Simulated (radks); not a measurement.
The numbers below are computed, except where a source is named.
Initial-state core-level shifts of neutral lanthanum when its valence configuration changes from [Xe] 5d1 6s2. Code: a radial shooting solver on a logarithmic mesh with Libxc functionals. Model: Dirac Kohn-Sham, PBE, spin-unpolarised, spherical densities, point nucleus; open shells fill j = l - 1/2 first. Shifts are changes of the shell-averaged eigenvalues in eV (positive: less bound).

valence	2s	2p	4s	5p
4f0.5 5d0.5 6s2	+3.572	+3.515	+3.812	+1.270
5d1 6s1 6p1	-1.011	-1.010	-1.013	-0.982
5d1.5 6s1.5	+0.932	+0.930	+0.911	+0.795
4f0.5 5d1 6s1 6p0.5	+3.890	+3.831	+4.110	+1.498
5d2 6s1	+1.762	+1.757	+1.725	+1.519
5d1 6s1.5 6p0.5	-0.514	-0.514	-0.515	-0.501
5d1 6s0.5 6p1.5	-1.492	-1.491	-1.496	-1.446
5d0.5 6s2 6p0.5	-1.543	-1.539	-1.514	-1.349
